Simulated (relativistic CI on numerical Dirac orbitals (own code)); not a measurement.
# d5 in a ligand field

Computed with a parametric ligand-field model of a d^n configuration (Racah B and C, spin-orbit zeta, crystal field), exact diagonalisation.

Field parameters in Wybourne normalisation: D3d B²₀ = −7Dσ, B⁴₀ = −14Dq − 21Dτ, B⁴₃ = −14√(10/7) Dq; D4h B²₀ = −7Ds, B⁴₀ = 21(Dq − Dt), B⁴₄ = 21√(5/14) Dq; Td as Oh with Dq negative (B⁴₀ = 21Dq, B⁴₄ = √(5/14) B⁴₀). The field is a parameter set, without covalency.

Task: Ground term and bands for B = 630, C = 2960, ζ = 0 cm⁻¹, D4h, 10Dq = 19000, Ds = -1500, Dt = 870 cm⁻¹?

Result: Ground term 6A1 with 2.00 electrons in the two orbitals of the cubic e set. Spin-allowed: none. Lowest spin-forbidden: 4A2 4614 cm⁻¹ (2167 nm), 2E 6092 cm⁻¹ (1641 nm), 4B2 7541 cm⁻¹ (1326 nm). A high-spin d5 ion has no spin-allowed d-d band, hence its pale colour.

Task: Ground term and bands for B = 930, C = 4120, ζ = 0 cm⁻¹, D3d, 10Dq = 32950, Dσ = 1200, Dτ = -40 cm⁻¹?

Result: Ground term 2E with 0.04 electrons in the two orbitals of the cubic e set. Spin-allowed: 2A1 1826 cm⁻¹, 2E 28318 cm⁻¹ (353 nm), 2A2 28541 cm⁻¹ (350 nm), 2A2 29759 cm⁻¹ (336 nm). Lowest spin-forbidden: 4E 13697 cm⁻¹ (730 nm), 6A1 13832 cm⁻¹ (723 nm), 4A2 15136 cm⁻¹ (661 nm).

Task: Ground term and bands for B = 430, C = 2220, ζ = 0 cm⁻¹, Td, 10Dq = -3100 cm⁻¹?

Result: Ground term 6A1 with 2.00 electrons in the two orbitals of the cubic e set. Spin-allowed: none. Lowest spin-forbidden: 4T1 13659 cm⁻¹ (732 nm), 4T2 14916 cm⁻¹ (670 nm), 4A1+E 15400 cm⁻¹ (649 nm). A high-spin d5 ion has no spin-allowed d-d band, hence its pale colour.

Task: Ground term and bands for B = 470, C = 2340, ζ = 0 cm⁻¹, D3d, 10Dq = 20900, Dσ = -1200, Dτ = 310 cm⁻¹?

Result: Ground term 2A1 with 0.03 electrons in the two orbitals of the cubic e set. Spin-allowed: 2E 160 cm⁻¹, 2A2 19501 cm⁻¹ (513 nm), 2A2 19728 cm⁻¹ (507 nm), 2E 19933 cm⁻¹ (502 nm). Lowest spin-forbidden: 4A2 11455 cm⁻¹ (873 nm), 4E 11692 cm⁻¹ (855 nm), 4A1 14379 cm⁻¹ (695 nm).

Task: Ground term and bands for B = 320, C = 1350, ζ = 0 cm⁻¹, D3d, 10Dq = 20450, Dσ = 1200, Dτ = -360 cm⁻¹?

Result: Ground term 2A1 with 0.10 electrons in the two orbitals of the cubic e set. Spin-allowed: 2E 367 cm⁻¹, 2A2 17828 cm⁻¹ (561 nm), 2E 17924 cm⁻¹ (558 nm), 2A2 18146 cm⁻¹ (551 nm). Lowest spin-forbidden: 4E 13086 cm⁻¹ (764 nm), 4A2 13177 cm⁻¹ (759 nm), 4E 15377 cm⁻¹ (650 nm).
